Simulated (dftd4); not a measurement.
CH3S (SMILES [CH2-]S), charge -1, singlet, at a GFN2-xTB geometry; D4 for b3lyp (dftd4 4.2.0).

The dftd4 input:
```
$ dftd4 mol.xyz --func b3lyp --charge -1 --json dftd4.json --noedisp

# file mol.xyz
5

C     -0.18310410     1.16138186     0.01505557
S     -0.04796709    -0.56372168    -0.01148952
H      1.29602576    -1.14309776     0.01927862
H      0.25755768     1.58118756     0.93632275
H      0.31251462     1.61316597    -0.86210237
```

Output, abridged:

```
                    ____  _____ _____     ____  _  _
      -------------|  _ \|  ___|_   _|---|  _ \| || |------------
     |             | | | | |_    | | ___ | | | | || |_           |
     |             | |_| |  _|   | ||___|| |_| |__   _|          |
     |             |____/|_|     |_|     |____/   |_|            |
     |             ===================================           |
     |            E. Caldeweyher, S. Ehlert & S. Grimme          |
     |          Mulliken Center for Theoretical Chemistry        |
     |                    University of Bonn                     |
      -----------------------------------------------------------

Rational (Becke-Johnson) damping: b3lyp-D4-ATM
---------------------
  s6         1.0000
  s8         2.0293
  s9         1.0000
  a1         0.4087
  a2         4.5381
 alp        16.0000
--------------------

Dispersion energy:      -4.7449775485717E-03 Eh

[Info] JSON dump of results written to 'dftd4.json'
```
